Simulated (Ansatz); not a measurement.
CH6AlNOSSi, relaxed with RKS PBE0-D4/def2-TZVP in the Gaussian-basis code of Ansatz from a PBE-D4/def2-SVP geometry. The force threshold is 0.005 eV/Å; the program also tests the step.

Charge 0, multiplicity 1. The bonds changed during the relaxation, so this is another structure than the one it started from.

Start:

```xyz
12

N    -0.178   -1.199   -1.311
C    -1.421   -0.287   -1.384
Al   -0.356    0.192    0.167
O     0.979    1.352    0.280
Si    1.269    1.137    1.931
S    -0.319   -0.317    2.335
H     0.477   -1.069   -2.093
H    -0.390   -2.202   -1.235
H    -2.349   -0.882   -1.298
H    -1.439    0.300   -2.321
H     1.090    2.403    2.725
H     2.637    0.572    2.204
```

```csv
step,energy (eV),largest force (eV/Å),largest move (Å)
1,-29973.7825,1.110,0.000
2,-29973.8573,0.643,0.029
3,-29973.8770,0.107,0.033
4,-29973.8781,0.039,0.009
5,-29973.8785,0.029,0.012
6,-29973.8786,0.025,0.024
7,-29973.8788,0.011,0.007
8,-29973.8788,0.027,0.009
9,-29973.8789,0.010,0.002
10,-29973.8789,0.007,0.007
11,-29973.8789,0.007,0.004
12,-29973.8789,0.007,0.006
13 (rejected),-29973.8789,0.005,0.002
14,-29973.8790,0.005,0.001
```

End:

```xyz
12

N    -0.180   -1.189   -1.307
C    -1.410   -0.266   -1.362
Al   -0.301    0.159    0.146
O     0.994    1.311    0.292
Si    1.250    1.125    1.910
S    -0.281   -0.344    2.293
H     0.440   -1.084   -2.099
H    -0.408   -2.168   -1.198
H    -2.326   -0.846   -1.280
H    -1.416    0.310   -2.284
H     1.026    2.379    2.674
H     2.610    0.611    2.215
```

It took 71 s on 2 threads of an AMD EPYC 7R13 on a shared host and a share of an NVIDIA H100 80 GB, with 0.95 GiB of host memory at the peak.
